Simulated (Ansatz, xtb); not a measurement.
# C4H6F2S2: 7 structures ranked

7 gas-phase structures of C4H6F2S2, from a drawn sample of its isomers (lower ones may exist). Each was relaxed with GFN2-xTB; where two conformers were screened, the lower at r2SCAN-D4/def2-SVP is listed:

A. `FC(F)C1SCCS1`, a singlet
B. `FC[C@@H]1CS[C@H](F)S1`, a singlet
C. `F[C@@H]1C[C@@H](F)SCS1`, a singlet
D. `FC(F)[C@@H]1CSCS1`, a singlet
E. `FC1(F)CCSSC1`, a singlet
F. `FC[C@@H]1CS[C@@H](F)S1`, a singlet
G. `F[C@@H]1CC[C@H](F)SS1`, a singlet

**Question.** Estimate their order in r2SCAN-D4/def2-SVP energy at these geometries, lowest first.

**Answer.** Calculated order at r2SCAN-D4/def2-SVP: E (0.0), A (11.8), D (11.8), G (15.6), C (20.0), F (22.2), B (22.5) kcal/mol. Less than 1 kcal/mol parts A and D; F and B, so the order within those pairs means little.

Energies above the lowest of each column, in kcal/mol; the last columns are at B3LYP-D3(BJ)/def2-SVP geometries and were run for some of them only (a dash: not run or not comparable):

```tsv
structure	GFN2-xTB	HF/STO-3G	r2SCAN-D4/def2-SVP	B3LYP-D3(BJ)/def2-SVP	CCSD(T)/def2-SVP + ΔMP2/def2-TZVPP
E	0.0	0.0	0.0	0.0	0.0
A	22.8	6.9	11.8	12.2	11.3
D	21.2	6.9	11.8	11.6	10.4
G	7.9	9.5	15.6	14.5	–
C	24.3	10.7	20.0	–	–
F	25.2	11.7	22.2	–	–
B	25.3	11.7	22.5	–	–
```

Every level run on E puts it lowest or level with the lowest. CCSD(T)/def2-SVP + ΔMP2/def2-TZVPP orders those it was run on as E (0.0), D (10.4), A (11.3) kcal/mol. Less than 1 kcal/mol parts D and A, so the order within that pair means little. Some further structures that were screened fall inside this span and aren't listed. Flexible structures stand in one conformer each, not always the lowest. Frequencies (GFN2-xTB) were run for A, D, E alone. ΔMP2 is the change of the MP2 energy from the smaller to the larger basis.

Over these structures GFN2-xTB departs from r2SCAN-D4/def2-SVP by 4.3 kcal/mol on average once a common shift is removed. A GFN2-xTB relaxation took about 0.091 s and the r2SCAN-D4/def2-SVP energy about 2.8 s on a shared host (Ansatz 0.2.0, xtb 6.7.1).
